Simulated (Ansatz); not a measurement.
Reaction (isomerisation): `CO[SiH2][SiH2]Cl` → `[SiH3]O[SiH2]CCl`

Gas-phase electronic energies from Ansatz, PBE0-D4/def2-TZVP geometries. CCSD(T)/CBS adds triple-zeta CCSD(T) − MP2 to the extrapolated MP2 energy (def2 sets, frozen cores). DFT in def2-TZVPP. One conformer a species, not always the lowest.

```csv
level,ΔE (kJ/mol)
B97M-V,-37.0
BHLYP,-45.9
```

Problem. What does CCSD(T)/CBS give? (An estimate is asked.)

Solution. Ansatz gave: -48.9 kJ/mol. The listed levels differ from it by 11.9, 3.0 kJ/mol.

Largest T1 diagnostic among the species: 0.011.

Leaving LDA and LC-ωPBE aside and taking each functional with its dispersion term where it has one, the values, not all of them listed here, spread over 24.5 kJ/mol, from BHLYP-D4 to PBE-D4. LDA lies −8.4 kJ/mol from PBE without D4. At CCSD(T), def2-SVP lies +15.2 kJ/mol from the extrapolated value and def2-TZVPP +0.9 kJ/mol.

CCSD(T)/CBS has its own doubt, a few kJ/mol and more with outer-core shells, so smaller differences from it don't rank the levels.
